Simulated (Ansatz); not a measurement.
`[SiH3][C]1=[CH][GeH2]1`, relaxed with RKS PBE0-D4/def2-TZVP in Ansatz 0.2.0 from a PBE-D4/def2-SVP geometry. The force threshold is 0.005 eV/Å; the program also tests the step.

The species carries charge 0 and has multiplicity 1.

Start:

```xyz
10

Si    1.775   -0.314   -0.045
C    -0.028    0.118    0.125
C    -0.877    0.890    0.823
Ge   -1.884   -0.129   -0.456
H     2.628    0.452    0.934
H     1.955   -1.789    0.193
H     2.228    0.000   -1.445
H    -0.803    1.629    1.639
H    -2.646   -1.390   -0.001
H    -2.348    0.533   -1.768
```

How much energy does the relaxation release, and in how many steps? (An estimate is asked.)

Ansatz gave: 0.04 eV, in 4 steps.

Which bonds change most? (Best estimate.)

Ansatz gave: C2–Ge4 from 1.960 to 1.938 Å; C3–Ge4 from 1.921 to 1.900 Å; Si1–C2 from 1.863 to 1.843 Å; Si1–H7 from 1.505 to 1.486 Å.

Give the relaxed structure. (An estimate is asked.)

Ansatz gave: 
```xyz
10

Si    1.758   -0.309   -0.043
C    -0.028    0.116    0.122
C    -0.863    0.878    0.813
Ge   -1.863   -0.128   -0.451
H     2.596    0.450    0.926
H     1.932   -1.765    0.195
H     2.203    0.003   -1.425
H    -0.779    1.603    1.616
H    -2.624   -1.375   -0.004
H    -2.332    0.526   -1.749
```
